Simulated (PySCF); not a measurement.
A GIAO shielding run with PySCF 2.14 (density fitting, non-relativistic, gas phase) on `InChI=1S/C7H12O2/c1-4-6(2)5-9-7(3)8/h4H,5H2,1-3H3/b6-4+`:

```
$ OMP_NUM_THREADS=1 python probes_run.py task.json out

{"job": {"kind": "nmr", "xc": "PBE0", "basis": "pcSseg-1"}, "charge": 0, "multiplicity": 1}
C     -2.873137    -1.298371     0.424756
C     -1.573344    -0.574735     0.536347
C     -1.260571     0.632530     0.046391
C     -2.181524     1.529688    -0.721981
C      0.109829     1.226055     0.240415
O      1.044716     0.332381     0.817083
C      1.790596    -0.400532    -0.030129
C      2.650530    -1.371552     0.723463
O      1.749164    -0.287875    -1.225015
H     -3.626631    -0.749507    -0.156122
H     -3.298255    -1.499446     1.422734
H     -2.732550    -2.281197    -0.055545
H     -0.784743    -1.100579     1.085820
H     -1.824361     1.659847    -1.757728
H     -2.217482     2.536518    -0.271812
H     -3.208570     1.146712    -0.764020
H      0.053953     2.087526     0.926560
H      0.496892     1.582690    -0.728050
H      3.036306    -0.921351     1.647337
H      3.469209    -1.713401     0.080253
H      2.036693    -2.240673     1.007197
```

Hardware: 1 thread of an Arm Neoverse N1, shared host. The job also computes population analyses, field gradients.

(1) How large is the calculation?

(2) How long does it take?

(3) And these other runs on the same molecule and hardware: GIAO shielding at KT2/pcSseg-1?

Results:

(1) 70 electrons, 213 basis functions and 1099 auxiliary functions.

(2) 69 s of wall time, with 14 SCF cycles and 5 response iterations. Times on a shared host scatter by some tens of per cent.

(3) KT2/pcSseg-1: 213 functions, 89 s.
